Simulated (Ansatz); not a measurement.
Start from `CBNC` and change one atom or group to get `CNBO`.

Ansatz, PBE0-D4/def2-TZVP geometries, multiplicity 1. Each molecule was computed in one conformer, which needn't be the lowest.

| property | `CBNC` |
| --- | --- |
| HOMO–LUMO gap (B3LYP/def2-TZVPP) / eV | 7.91 |
| size of the dipole moment (B3LYP/def2-TZVPP) / D | 1.61 |
| HOMO energy (PBE0/def2-TZVPP) / eV | -7.57 |
| HOMO energy (B3LYP/def2-TZVPP) / eV | -7.35 |
| zero-point energy (PBE0-D4/def2-TZVP) / kJ/mol | 275.8 |
| LUMO energy (B3LYP/def2-TZVPP) / eV | 0.55 |

Problem. Give the same properties after the change, and the shifts. (An estimate is asked.)

Solution. The calculation gave: 
```
                                        property  `CNBO`  shift
           HOMO–LUMO gap (B3LYP/def2-TZVPP) / eV    7.75  -0.16
size of the dipole moment (B3LYP/def2-TZVPP) / D    0.59  -1.02
              HOMO energy (PBE0/def2-TZVPP) / eV   -7.11   0.46
             HOMO energy (B3LYP/def2-TZVPP) / eV   -6.88   0.47
  zero-point energy (PBE0-D4/def2-TZVP) / kJ/mol   218.7  -57.1
             LUMO energy (B3LYP/def2-TZVPP) / eV    0.87   0.32
```

The zero-point energy changes by -57.1 kJ/mol with -6 modes. Dipoles are sizes alone; their direction can turn.

B3LYP here is the variant with VWN-RPA as its local correlation; programs differ in this.
